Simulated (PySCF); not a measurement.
**Correlation energy of Cr (chromium, neutral)**

[Ar] 3d4 4s1 5s1, high-spin 7D determinant (an excited configuration). Computed with PySCF 2.14 in x2c-TZVPPall with one added diffuse shell each of s, p, d, f type (7s6p5d3f1g, 80 functions), with the spin-free X2C one-electron Hamiltonian (Gaussian nucleus). Frozen: [Ne]; 14 electrons correlated.

```
  level  correlation energy (mhartree)
   CCSD                        -370.58
    (T)                          -8.03
CCSD(T)                        -378.61
```

Diagnostics: T1 = 0.012, D1 = 0.0528, largest double amplitude 0.062.

Question: Is a single reference adequate?

Answer: Yes: T1 lies below 0.03 and no double amplitude reaches 0.07.

This basis was not built for core-valence correlation, so the inner-shell part is incomplete.
